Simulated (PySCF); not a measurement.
Record of a relaxation.

Species: C₃H₈AsB.
SMILES with atom numbers: `[AsH2:1][BH:2][CH:3]1[CH2:4][CH2:5]1` (hydrogens: H6, H7 on As1; H8 on B2; H9 on C3; H10, H11 on C4; H12, H13 on C5)

Computed by this run: PBE0-D3(BJ)/def2-SVP geometry optimisation, gas phase in PySCF; density fitting, grid level 1; the optimiser is geomeTRIC in internal coordinates, started from a GFN2-xTB structure with every atom displaced at random (about 0.01 Å). 6 of its 9 geometries are shown. The frame can shift and turn from step to step; on so coarse a grid that alone can change the energy by a few meV, and forces under 0.02 eV/Å are noise.

Step 0: E = -64735.5869 eV, largest atomic force 1.825 eV/Å
```
atom  x, y, z in Å  |  force x, y, z in eV/Å
As1     2.839   -0.284    0.377   -0.336   0.579   0.201
B2      0.860   -0.681    0.242    0.058   1.483  -0.228
C3     -0.211    0.430    0.084    1.753   0.503  -0.059
C4     -1.511    0.307    0.777   -1.499  -0.387   0.567
C5     -1.474    0.158   -0.700   -0.273   1.012   0.317
H6      3.208   -1.248   -0.684    0.287  -0.759  -0.425
H7      2.804    0.841   -0.649    0.021   0.172   0.174
H8      0.510   -1.781    0.358   -0.385  -1.324   0.131
H9      0.151    1.468    0.029   -0.022  -0.151  -0.148
H10    -1.724   -0.583    1.382    0.149  -0.003  -0.105
H11    -1.980    1.201    1.209    0.215   0.033  -0.153
H12    -1.591   -0.817   -1.112   -0.152  -0.979  -0.427
H13    -1.875    0.973   -1.322    0.182  -0.180   0.155
```

Step 2: E = -64735.7421 eV, largest atomic force 0.141 eV/Å
```
atom  x, y, z in Å  |  force x, y, z in eV/Å
As1     2.807   -0.273   -0.304   -0.046   0.027  -0.035
B2      0.843   -0.621   -0.035   -0.015  -0.096   0.066
C3     -0.180    0.485    0.244   -0.041   0.105  -0.022
C4     -1.403    0.202    1.115    0.123   0.014  -0.033
C5     -1.580    0.269   -0.348    0.025  -0.120   0.068
H6      3.059   -1.294   -1.400   -0.020  -0.007   0.010
H7      2.670    0.916   -1.243    0.019   0.008   0.029
H8      0.480   -1.778    0.026    0.015   0.023  -0.017
H9      0.143    1.531    0.248   -0.003  -0.007  -0.016
H10    -1.457   -0.773    1.607   -0.014   0.021  -0.002
H11    -1.751    1.042    1.723   -0.024  -0.019   0.008
H12    -1.752   -0.670   -0.881   -0.027   0.038  -0.055
H13    -2.065    1.142   -0.791    0.008   0.015  -0.001
```

Step 3: E = -64735.7443 eV, largest atomic force 0.061 eV/Å
```
atom  x, y, z in Å  |  force x, y, z in eV/Å
As1     2.798   -0.273   -0.302    0.005  -0.004   0.039
B2      0.839   -0.632   -0.030    0.009   0.051   0.007
C3     -0.177    0.483    0.238   -0.031   0.029  -0.024
C4     -1.394    0.205    1.114    0.020   0.002   0.024
C5     -1.578    0.263   -0.347    0.007  -0.050   0.017
H6      3.038   -1.282   -1.406    0.020  -0.034  -0.047
H7      2.669    0.933   -1.218   -0.009   0.004   0.009
H8      0.476   -1.787    0.024    0.003  -0.008   0.009
H9      0.149    1.529    0.233    0.009  -0.019  -0.011
H10    -1.449   -0.767    1.612    0.000   0.027  -0.004
H11    -1.744    1.046    1.718   -0.018  -0.021   0.001
H12    -1.755   -0.673   -0.883   -0.014   0.004  -0.030
H13    -2.060    1.136   -0.792   -0.002   0.019   0.010
```

Step 5: E = -64735.7459 eV, largest atomic force 0.035 eV/Å
```
atom  x, y, z in Å  |  force x, y, z in eV/Å
As1     2.804   -0.289   -0.297    0.006  -0.006   0.013
B2      0.840   -0.622   -0.034   -0.009   0.005  -0.009
C3     -0.182    0.490    0.225    0.006   0.009  -0.028
C4     -1.386    0.204    1.115   -0.029  -0.003   0.018
C5     -1.587    0.256   -0.344    0.007  -0.004  -0.013
H6      3.030   -1.284   -1.421   -0.003   0.009  -0.001
H7      2.698    0.938   -1.187   -0.001   0.001  -0.004
H8      0.474   -1.777    0.025    0.000  -0.009   0.005
H9      0.138    1.537    0.210    0.006   0.001  -0.001
H10    -1.427   -0.766    1.617    0.007  -0.005  -0.001
H11    -1.747    1.040    1.720    0.004   0.002   0.002
H12    -1.766   -0.676   -0.886    0.003  -0.003   0.007
H13    -2.078    1.129   -0.780    0.002   0.003   0.011
```

Step 6: E = -64735.7461 eV, largest atomic force 0.027 eV/Å
```
atom  x, y, z in Å  |  force x, y, z in eV/Å
As1     2.804   -0.292   -0.290    0.002  -0.002  -0.003
B2      0.837   -0.623   -0.041    0.001  -0.009   0.010
C3     -0.184    0.490    0.215   -0.002   0.001  -0.026
C4     -1.381    0.203    1.115   -0.021  -0.008   0.012
C5     -1.593    0.253   -0.343    0.006   0.009   0.000
H6      3.033   -1.275   -1.425   -0.002   0.006   0.006
H7      2.706    0.943   -1.170    0.001   0.000  -0.001
H8      0.473   -1.779    0.022   -0.001   0.006  -0.007
H9      0.136    1.537    0.194   -0.001   0.002   0.002
H10    -1.415   -0.766    1.619    0.003  -0.005  -0.003
H11    -1.739    1.039    1.722    0.009   0.005   0.000
H12    -1.777   -0.679   -0.883    0.005  -0.002   0.009
H13    -2.089    1.127   -0.773   -0.001  -0.003   0.002
```

Step 8: E = -64735.7464 eV, largest atomic force 0.023 eV/Å
```
atom  x, y, z in Å  |  force x, y, z in eV/Å
As1     2.804   -0.290   -0.280   -0.004   0.007  -0.005
B2      0.834   -0.623   -0.058    0.005  -0.005   0.013
C3     -0.190    0.488    0.192   -0.001  -0.004  -0.012
C4     -1.371    0.200    1.118    0.014  -0.005   0.001
C5     -1.608    0.247   -0.336    0.003   0.012   0.019
H6      3.043   -1.258   -1.424    0.002  -0.005   0.002
H7      2.718    0.956   -1.146   -0.001  -0.001   0.001
H8      0.471   -1.779   -0.001   -0.002   0.005  -0.011
H9      0.128    1.536    0.167   -0.008   0.001   0.004
H10    -1.389   -0.769    1.624   -0.007   0.002   0.000
H11    -1.716    1.037    1.731    0.001  -0.001   0.000
H12    -1.799   -0.687   -0.870    0.001  -0.001  -0.003
H13    -2.115    1.120   -0.755   -0.005  -0.006  -0.009
```

Question: Summarise the path.

Answer: The energy falls by 0.1595 eV from step 0 to step 8; nine tenths of that is first reached at step 2. It falls at every step. The largest force goes from 1.825 to 0.023 eV/Å. Among the bonds B2–H8 changes most, from 1.160 to 1.213 Å; the atoms move by 0.073 Å rms after alignment.

What follows is the cost of the whole optimisation. Hardware: one thread of an Arm Neoverse N1, shared host with 64 logical CPUs at a one-minute load of 62. Cost: 1.7 min of wall time, 0.54 GiB resident at most.
